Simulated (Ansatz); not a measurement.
```yaml
crystal:
  periodic: [false, false, false]
  atoms:
    - {symbol: W, position_ang: [-0.622054, -0.670703, -0.139990]}
    - {symbol: Te, position_ang: [-1.592663, 1.151551, 0.046049]}
    - {symbol: Te, position_ang: [2.020308, -0.545675, 0.111019]}
basis:
  gaussian: {orbitals: def2-mTZVP, final_grid: {core_spheres: 8, valence_spheres: 7, degree: 23}}
magnetization: {spin_polarized: true, initial_magnetization: 2}
hamiltonian: {xc: {name: B2PLYP}}
scf: {lower_state_search: full}
```

```sh
$ ansatz run in.yaml --threads 2 --pin off --events-out ev --progress --plain --max-ram 4352MiB
```

Output, abridged:

```
Functional definition: B2PLYP
1242 factors; integrals over basis functions are off by at most 9.9e-5 eV
mean field evaluation 1: about -16382.8873 eV, gradient 1.0e1 eV
mean field evaluation 2: about -16383.0916 eV, gradient 1.0e1 eV
mean field evaluation 4: about -16383.8282 eV, gradient 6.7e0 eV
mean field evaluation 8: about -16384.1682 eV, gradient 6.3e-1 eV
mean field evaluation 16: about -16384.3507 eV, gradient 3.6e-1 eV
mean field evaluation 32: about -16340.0032 eV, gradient 3.6e2 eV
mean field evaluation 64: about -16384.3878 eV, gradient 1.1e-2 eV
mean field evaluation 96: about -16384.0143 eV, gradient 4.5e-1 eV
mean field evaluation 128: about -16384.3070 eV, gradient 7.4e-1 eV
mean field evaluation 160: about -16384.2442 eV, gradient 4.2e-3 eV
mean field evaluation 192: about -16384.1751 eV, gradient 3.7e-1 eV
mean field evaluation 224: about -16384.3878 eV, gradient 1.0e-3 eV
mean field evaluation 256: about -16384.3878 eV, gradient 2.5e-6 eV
mean field evaluation 288: about -16384.2638 eV, gradient 1.5e0 eV
mean field evaluation 320: about -16368.1201 eV, gradient 4.7e1 eV
mean field evaluation 352: about -16384.3878 eV, gradient 5.1e-5 eV
mean field evaluation 384: about -16376.3399 eV, gradient 2.4e1 eV
mean field evaluation 416: about -16383.2372 eV, gradient 1.4e-1 eV
mean field evaluation 448: about -16383.2532 eV, gradient 3.0e-1 eV
mean field evaluation 480: about -16384.1575 eV, gradient 4.2e-1 eV
mean field evaluation 512: about -16384.2442 eV, gradient 1.5e-3 eV
mean field -16384.38778022 eV, -602.1151451862 hartree, gradient 3.3e-6 eV, S^2 2.642623; 20 other end points of the search recorded, 0 dependent functions left out
8 core orbitals not correlated: weight in the atoms' cores, before any rotation towards them, 1.000 or more for the frozen orbitals, at most 0.000 for the correlated occupied ones
reference -16384.38789974 eV, -602.1151495784 hartree; 24, 22 occupied and 76, 78 virtual orbitals, 1242 factors
second order -19.28235663 eV of doubles, -0.00000000 eV of singles
Total energy: -16389.59413603 eV, -602.3064752331 hartree
```

Hardware: 2 threads of AMD EPYC 9R14 on a shared host. Wall time 41 s.

In the def2 sets Te, W take a core potential; there is no spin–orbit coupling. Correlated methods freeze 8 core orbitals; core or outer-core shells of W, Te are correlated, in sets that lack core-valence functions. The charge 0 triplet is spin-contaminated (final ⟨S²⟩ up to 2.64, 2.00 for a pure state).
